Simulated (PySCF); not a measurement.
HgH2 relaxed at several levels

Computed with PySCF 2.14.0, def2-SVP on the ligands, density fitting, scalar-relativistic core potentials, no spin-orbit coupling, vacuum. Each row is relaxed at its own level from the same template. Distances are means of the shortest metal–ligand contacts, charges and spins Mulliken's; removal energies are rigid, with the ligand's formal charge and no counterpoise, so too large; for an anion taken off a cation in vacuum most of it is the attraction of opposite charges, and multiply charged cations can part far more cheaply with an electron moved from ligand to metal.

| level | basis on the metal | point group | M–H (Å) | charge on M (e) | HOMO–LUMO gap (eV) | removal of one H (eV) | strongest infrared band, degenerate modes summed (cm⁻¹) | unstable modes (below −25 cm⁻¹) |
| --- | --- | --- | --- | --- | --- | --- | --- | --- |
| PBE0 | def2-SVP with ECP60 | D∞h | 1.656 | 0.27 | 7.48 | 11.64 | 1927 | 0 |

Problem. What does the calculation give for BP86, def2-SVP with ECP60?

Solution. point group: D∞h, M–H (Å): 1.668, charge on M (e): 0.25, HOMO–LUMO gap (eV): 5.78, removal of one H (eV): 11.66, strongest infrared band, degenerate modes summed (cm⁻¹): 1871, unstable modes (below −25 cm⁻¹): 0.
```xyz
3

Hg    0.0000    0.0000    0.0000
H     0.0000    0.0000    1.6675
H     0.0000    0.0000   -1.6675
```

One start shape was tried for each, so a minimum needn't be the lowest isomer.
